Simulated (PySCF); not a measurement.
SMILES O(C)B(S)OC (B3LYP/def2-SVP optimised geometry):

```
13

B     -0.317     0.007     0.000
O      1.041     0.007     0.000
C      1.779     1.216     0.003
H      1.531     1.840     0.878
H      2.848     0.959     0.038
H      1.584     1.810    -0.906
O     -0.997     1.184     0.000
C     -2.406     1.285     0.006
H     -2.842     0.809     0.901
H     -2.675     2.351     0.008
H     -2.848     0.813    -0.889
S     -1.204    -1.608     0.001
H     -0.077    -2.351     0.004
```

Method: B3LYP/def2-TZVP (PySCF).

Task: What are the frontier orbital energies and the dipole moment?

Result: HOMO-2 -8.55 eV, HOMO-1 -8.21 eV, HOMO -7.10 eV, LUMO 0.37 eV, LUMO+1 0.87 eV; dipole moment 1.41 D.

Meta-Löwdin charges at B3LYP/def2-TZVP: B1 0.36, O2 -0.39, C3 -0.10, H4 0.11, H5 0.12, H6 0.11, O7 -0.39, C8 -0.10, H9 0.11, H10 0.12, H11 0.11, S12 -0.15, H13 0.11.
